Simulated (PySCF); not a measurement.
The vertical singlet excitations below were computed for one of the candidates. Method: PySCF 2.14.0, density-fitted response routines, TDDFT PBE0/def2-SVPD, vertical, gas phase, core orbitals frozen in the response. Geometries: GFN2-xTB, one conformer each.

```
state  ν̃ (cm⁻¹)       f  main configurations (H = HOMO, L = LUMO)
   S1      33090  0.0000                                 H→L (92%)
   S2      43260  0.0001                               H→L+1 (89%)
   S3      44200  0.0014                               H-1→L (97%)
   S4      44620   0.018                  H→L+2 (79%), H→L+3 (14%)
   S5      47870  0.0035                  H→L+3 (85%), H→L+2 (11%)
   S6      50030   0.028                               H→L+4 (88%)
   S7      51930  0.0066                   H→L+5 (76%), H→L+6 (8%)
   S8      52120   0.360                               H-2→L (86%)
```

Task: Which structure fits? All have the formula C4H8SSi.
A. `C=C[C@@H]1C[Si@H]1S`
B. `C=C[SiH]1CSC1`
C. `C#C[SiH2]CSC`
D. `[SiH3]SCC#CC`

Result: B. Its S1, at 4.10 eV, is the lowest among the candidates; the nearest of the others has S1 at 4.98 eV. S1 is HOMO→LUMO (92%). Löwdin shares by element: HOMO sulfur 70%, carbon 20% or more; LUMO carbon 52% or more, silicon 12%, sulfur 11% (atoms not listed hold the other 25%). At the same level the other candidates give, for their lowest levels:
- `CC#CCS[SiH3]`: 5.41 eV (f 0.002); 5.64 eV (f 0.031); 6.01 eV (f 0.002); 6.31 eV (f 0.005); 6.36 eV (f 0.042); T1 4.81 eV; HOMO -6.84, LUMO 0.04 eV
- `C#C[SiH2]CSC`: 5.12 eV (f 0.000); 5.54 eV (f 0.001); 5.70 eV (f 0.014); 5.80 eV (f 0.011); 6.12 eV (f 0.000); T1 4.77 eV; HOMO -6.41, LUMO -0.20 eV
- `C=C[C@@H]1C[Si@H]1S`: 4.98 eV (f 0.137); 5.16 eV (f 0.029); 5.65 eV (f 0.074); 5.83 eV (f 0.024); 6.01 eV (f 0.017); T1 3.77 eV; HOMO -6.27, LUMO -0.34 eV

The values belong to the conformer `[CH2:1]=[CH:2][SiH:3]1[CH2:4][S:5][CH2:6]1`: C1–C2–Si3–C4 -133°.
Triplets come from the Tamm–Dancoff approximation.
